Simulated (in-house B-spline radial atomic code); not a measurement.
Ionisation energies with and without relativity, with size and susceptibility from the Dirac run. Dirac energy differences include first-order Breit, QED and recoil terms. NIST's values go from ground level to ground level; the uncertainty of those that are theory runs from under 0.1 % in few-electron ions to several per cent in heavy many-electron ones. Computed with a B-spline radial code for spherical atoms: non-relativistic Hartree-Fock and Dirac-Hartree-Fock, averages of the configuration (point nuclei without relativity, finite nuclei with it).

```tsv
ion	configuration	configuration after	ionisation non-relativistic (eV)	ionisation Dirac Breit and QED (eV)	tabulated value (eV)	tabulated kind	radius at density 0.001 (bohr)	diamagnetic susceptibility (10⁻⁶ cm³/mol)
Al5+	[He] 2s2 2p4	[He] 2s2 2p3	194.18	194.19	190.49	semi-empirical	1.71	-1.7974
Si5+	[He] 2s2 2p5	[He] 2s2 2p4	206.59	206.60	205.279	semi-empirical	1.665	-1.84
P5+	[He] 2s2 2p6	[He] 2s2 2p5	219.15	219.15	220.43	semi-empirical	1.624	-1.8646
S5+	[Ne] 3s1	[He] 2s2 2p6	?	?	?	measured	?	?
Cl5+	[Ne] 3s2	[Ne] 3s1	?	?	?	semi-empirical	?	?
Ar5+	[Ne] 3s2 3p1	[Ne] 3s2	90.12	90.15	91.29	measured	2.601	-5.3744
```

Question: Fill in the row of S5+.

Answer: ionisation non-relativistic (eV): 87.34; ionisation Dirac Breit and QED (eV): 87.56; tabulated value (eV): 88.0529; radius at density 0.001 (bohr): 2.539; diamagnetic susceptibility (10⁻⁶ cm³/mol): -3.3865.

Question: Fill in the row of Cl5+.

Answer: ionisation non-relativistic (eV): 94.68; ionisation Dirac Breit and QED (eV): 94.96; tabulated value (eV): 96.94; radius at density 0.001 (bohr): 2.589; diamagnetic susceptibility (10⁻⁶ cm³/mol): -4.4757.
